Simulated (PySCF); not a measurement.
Hg²⁺: excitation energy

Hg²⁺ [Xe] 4f14 5d10 (1S) → Hg²⁺ [Xe] 4f14 5d9 6s1 (3D), as a difference of total energies. All numbers are calculated (PySCF 2.14, scalar relativity through the core potential, in def2-QZVPPD with the def2 core potential (60 electrons) (7s5p4d4f2g, 88 functions)). Correlated levels: valence: 5s2 5p6 frozen. The calculations carry no spin-orbit coupling.

| method | excitation energy (eV) |
| --- | --- |
| UHF | 5.887 |
| MP2 (valence) | 6.335 |
| SCS-MP2 (valence) | 6.419 |
| CCSD (valence) | 6.233 |
| CCSD(T) (valence) | 6.252 |

Question: How much does correlation contribute at CCSD(T) (valence)?

Answer: 6.252 − (5.887) = 0.365 eV, measured against UHF.
